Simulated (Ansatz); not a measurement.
Geometry optimisation of Tl₄H₅⁻.

```yaml
crystal:
  periodic: [false, false, false]
  atoms:
    - {symbol: Tl, position_ang: [-1.796270, -2.768150, 0.021070]}
    - {symbol: Tl, position_ang: [-0.361860, 0.647610, -1.959380]}
    - {symbol: Tl, position_ang: [1.926890, -0.841310, 1.053370]}
    - {symbol: Tl, position_ang: [-0.840170, 2.125740, 0.470220]}
    - {symbol: H, position_ang: [0.401540, 3.626960, 0.429290]}
    - {symbol: H, position_ang: [0.674070, 0.895370, 1.554480]}
    - {symbol: H, position_ang: [0.034280, -2.128890, 0.977450]}
    - {symbol: H, position_ang: [-1.443720, -1.192140, -1.534400]}
    - {symbol: H, position_ang: [1.405240, -0.365190, -1.012100]}
basis:
  gaussian: {orbitals: def2-SVPD}
total_charge: -1
hamiltonian: {xc: {name: B3LYP}, dispersion: d4}
scf: {lower_state_search: "off"}
output: {orbitals: {seedname: orbitals}}
relax: {f_tol: 0.02, max_steps: 100}
```

```sh
$ ansatz run in.yaml --threads 4 --pin off --events-out ev --progress --plain --max-ram 4787MiB
```

Output, abridged:

```
Functional definition: B3LYP
mean field -18866.73530673 eV, -693.3397341898 hartree, gradient 9.7e-7 eV, S^2 0.000000; 0 other end points of the search recorded, 0 dependent functions left out
relax step   1: F+E_penalty+E_count = -18867.47649837 eV  Δ(F+E_penalty+E_count) = +0.000e0 eV  max|allowed force component| = 9.865e-1 eV/Å  Δτ_max = 0.0000 Å  (16 SCF iters, accepted)
mean field -18867.02177617 eV, -693.3502617475 hartree, gradient 7.0e-6 eV, S^2 0.000000; 0 other end points of the search recorded, 0 dependent functions left out
relax step   2: F+E_penalty+E_count = -18867.72187047 eV  Δ(F+E_penalty+E_count) = -2.454e-1 eV  max|allowed force component| = 2.273e-1 eV/Å  Δτ_max = 0.1949 Å  (18 SCF iters, accepted)
mean field -18867.06019223 eV, -693.3516735119 hartree, gradient 2.0e-6 eV, S^2 0.000000; 0 other end points of the search recorded, 0 dependent functions left out
relax step   3: F+E_penalty+E_count = -18867.77217367 eV  Δ(F+E_penalty+E_count) = -5.030e-2 eV  max|allowed force component| = 2.095e-1 eV/Å  Δτ_max = 0.1602 Å  (19 SCF iters, accepted)
mean field -18867.11141236 eV, -693.3535558168 hartree, gradient 2.6e-6 eV, S^2 0.000000; 0 other end points of the search recorded, 0 dependent functions left out
relax step   4: F+E_penalty+E_count = -18867.82512989 eV  Δ(F+E_penalty+E_count) = -5.296e-2 eV  max|allowed force component| = 2.327e-1 eV/Å  Δτ_max = 0.1922 Å  (18 SCF iters, accepted)
mean field -18867.18135183 eV, -693.3561260450 hartree, gradient 3.7e-6 eV, S^2 0.000000; 0 other end points of the search recorded, 0 dependent functions left out
relax step   5: F+E_penalty+E_count = -18867.88811608 eV  Δ(F+E_penalty+E_count) = -6.299e-2 eV  max|allowed force component| = 1.562e-1 eV/Å  Δτ_max = 0.2000 Å  (19 SCF iters, accepted)
mean field -18867.19276140 eV, -693.3565453388 hartree, gradient 3.0e-6 eV, S^2 0.000000; 0 other end points of the search recorded, 0 dependent functions left out
relax step   6: F+E_penalty+E_count = -18867.91001405 eV  Δ(F+E_penalty+E_count) = -2.190e-2 eV  max|allowed force component| = 3.217e-1 eV/Å  Δτ_max = 0.1961 Å  (19 SCF iters, accepted)
mean field -18867.22281236 eV, -693.3576496911 hartree, gradient 1.4e-6 eV, S^2 0.000000; 0 other end points of the search recorded, 0 dependent functions left out
relax step   7: F+E_penalty+E_count = -18867.93162771 eV  Δ(F+E_penalty+E_count) = -2.161e-2 eV  max|allowed force component| = 3.609e-1 eV/Å  Δτ_max = 0.1197 Å  (19 SCF iters, accepted)
mean field -18867.24976268 eV, -693.3586400973 hartree, gradient 2.4e-6 eV, S^2 0.000000; 0 other end points of the search recorded, 0 dependent functions left out
relax step   8: F+E_penalty+E_count = -18867.96222078 eV  Δ(F+E_penalty+E_count) = -3.059e-2 eV  max|allowed force component| = 1.244e-1 eV/Å  Δτ_max = 0.1999 Å  (18 SCF iters, accepted)
mean field -18867.25727849 eV, -693.3589162981 hartree, gradient 1.5e-6 eV, S^2 0.000000; 0 other end points of the search recorded, 0 dependent functions left out
relax step   9: F+E_penalty+E_count = -18867.98505410 eV  Δ(F+E_penalty+E_count) = -2.283e-2 eV  max|allowed force component| = 7.556e-2 eV/Å  Δτ_max = 0.1903 Å  (19 SCF iters, accepted)
mean field -18867.25774216 eV, -693.3589333379 hartree, gradient 1.5e-6 eV, S^2 0.000000; 0 other end points of the search recorded, 0 dependent functions left out
relax step  10: F+E_penalty+E_count = -18867.99220331 eV  Δ(F+E_penalty+E_count) = -7.149e-3 eV  max|allowed force component| = 1.981e-1 eV/Å  Δτ_max = 0.1967 Å  (19 SCF iters, accepted)
mean field -18867.26190168 eV, -693.3590861974 hartree, gradient 1.7e-6 eV, S^2 0.000000; 0 other end points of the search recorded, 0 dependent functions left out
relax step  11: F+E_penalty+E_count = -18868.00054625 eV  Δ(F+E_penalty+E_count) = -8.343e-3 eV  max|allowed force component| = 1.127e-1 eV/Å  Δτ_max = 0.0502 Å  (18 SCF iters, accepted)
mean field -18867.26778246 eV, -693.3593023118 hartree, gradient 1.4e-6 eV, S^2 0.000000; 0 other end points of the search recorded, 0 dependent functions left out
relax step  12: F+E_penalty+E_count = -18868.00484711 eV  Δ(F+E_penalty+E_count) = -4.301e-3 eV  max|allowed force component| = 1.405e-1 eV/Å  Δτ_max = 0.1512 Å  (19 SCF iters, accepted)
mean field -18867.25804820 eV, -693.3589445846 hartree, gradient 2.2e-6 eV, S^2 0.000000; 0 other end points of the search recorded, 0 dependent functions left out
relax step  13: F+E_penalty+E_count = -18868.00881973 eV  Δ(F+E_penalty+E_count) = -3.973e-3 eV  max|allowed force component| = 1.387e-1 eV/Å  Δτ_max = 0.0975 Å  (18 SCF iters, accepted)
mean field -18867.24999845 eV, -693.3586487617 hartree, gradient 1.8e-6 eV, S^2 0.000000; 0 other end points of the search recorded, 0 dependent functions left out
relax step  14: F+E_penalty+E_count = -18868.02034908 eV  Δ(F+E_penalty+E_count) = -1.153e-2 eV  max|allowed force component| = 2.603e-1 eV/Å  Δτ_max = 0.1579 Å  (19 SCF iters, accepted)
mean field -18867.27864407 eV, -693.3597014687 hartree, gradient 2.1e-6 eV, S^2 0.000000; 0 other end points of the search recorded, 0 dependent functions left out
relax step  15: F+E_penalty+E_count = -18868.06401433 eV  Δ(F+E_penalty+E_count) = -4.367e-2 eV  max|allowed force component| = 2.890e-1 eV/Å  Δτ_max = 0.1939 Å  (18 SCF iters, accepted)
mean field -18867.31353746 eV, -693.3609837773 hartree, gradient 2.5e-6 eV, S^2 0.000000; 0 other end points of the search recorded, 0 dependent functions left out
relax step  16: F+E_penalty+E_count = -18868.12753578 eV  Δ(F+E_penalty+E_count) = -6.352e-2 eV  max|allowed force component| = 3.059e-1 eV/Å  Δτ_max = 0.1950 Å  (18 SCF iters, accepted)
mean field -18867.28797513 eV, -693.3600443791 hartree, gradient 2.9e-6 eV, S^2 0.000000; 0 other end points of the search recorded, 0 dependent functions left out
relax step  17: F+E_penalty+E_count = -18868.14395424 eV  Δ(F+E_penalty+E_count) = -1.642e-2 eV  max|allowed force component| = 4.256e-1 eV/Å  Δτ_max = 0.1951 Å  (18 SCF iters, accepted)
mean field -18867.32036047 eV, -693.3612345181 hartree, gradient 2.2e-6 eV, S^2 0.000000; 0 other end points of the search recorded, 0 dependent functions left out
relax step  18: F+E_penalty+E_count = -18868.14160894 eV  Δ(F+E_penalty+E_count) = +2.345e-3 eV  max|allowed force component| = 2.128e-1 eV/Å  Δτ_max = 0.2000 Å  (18 SCF iters, rejected (line search))
mean field -18867.33071027 eV, -693.3616148665 hartree, gradient 3.4e-6 eV, S^2 0.000000; 0 other end points of the search recorded, 0 dependent functions left out
relax step  19: F+E_penalty+E_count = -18868.16537415 eV  Δ(F+E_penalty+E_count) = -2.142e-2 eV  max|allowed force component| = 1.484e-1 eV/Å  Δτ_max = 0.0977 Å  (18 SCF iters, accepted)
mean field -18867.33024603 eV, -693.3615978058 hartree, gradient 2.9e-6 eV, S^2 0.000000; 0 other end points of the search recorded, 0 dependent functions left out
relax step  20: F+E_penalty+E_count = -18868.16642954 eV  Δ(F+E_penalty+E_count) = -1.055e-3 eV  max|allowed force component| = 1.349e-1 eV/Å  Δτ_max = 0.0865 Å  (18 SCF iters, accepted)
mean field -18867.33969750 eV, -693.3619451411 hartree, gradient 2.3e-6 eV, S^2 0.000000; 0 other end points of the search recorded, 0 dependent functions left out
relax step  21: F+E_penalty+E_count = -18868.17259423 eV  Δ(F+E_penalty+E_count) = -6.165e-3 eV  max|allowed force component| = 2.412e-2 eV/Å  Δτ_max = 0.0752 Å  (18 SCF iters, accepted)
mean field -18867.33991567 eV, -693.3619531587 hartree, gradient 1.2e-6 eV, S^2 0.000000; 0 other end points of the search recorded, 0 dependent functions left out
relax step  22: F+E_penalty+E_count = -18868.17332699 eV  Δ(F+E_penalty+E_count) = -7.328e-4 eV  max|allowed force component| = 1.082e-2 eV/Å  Δτ_max = 0.0311 Å  (20 SCF iters, accepted)
Total energy: -18868.17360117 eV, -693.3925905355 hartree
Atom 0 at    -1.675670    -1.465501     0.870383 Å, force     0.004849     0.001047    -0.001491 eV/Å
Atom 1 at    -0.072996    -0.007809    -2.548619 Å, force    -0.009710    -0.003063    -0.006059 eV/Å
Atom 2 at     1.990269    -0.847712     0.868851 Å, force    -0.004290    -0.000492     0.004512 eV/Å
Atom 3 at    -0.353536     2.212670    -0.138530 Å, force     0.000385     0.004701     0.010820 eV/Å
Atom 4 at    -0.262525     3.371692     1.399668 Å, force     0.001217    -0.001283    -0.006049 eV/Å
Atom 5 at    -0.102578     0.385877     1.226335 Å, force    -0.000368    -0.008148    -0.004993 eV/Å
Atom 6 at     0.356951    -2.323801     0.815554 Å, force    -0.000192     0.005020     0.001094 eV/Å
Atom 7 at    -1.418498    -0.964966    -1.254695 Å, force    -0.000670     0.000967    -0.000787 eV/Å
Atom 8 at     1.538584    -0.360450    -1.238947 Å, force     0.008779     0.001251     0.002953 eV/Å
Dipole moment:    -0.029032    -0.169531    -0.343004 e Å
Checks for a lower state left out: stability, starts, cluster_reference, orbital_swaps, neighbouring_geometries, increment
```

Run time 5.6 min (4 threads of Intel Xeon on a shared host), peak host memory 0.65 GiB.

In the def2 sets Tl takes a core potential; there is no spin–orbit coupling. Another isomer (singlet) lies 0.35 eV lower at PBE0-D4/def2-TZVPD; other spin states weren't run for this one.
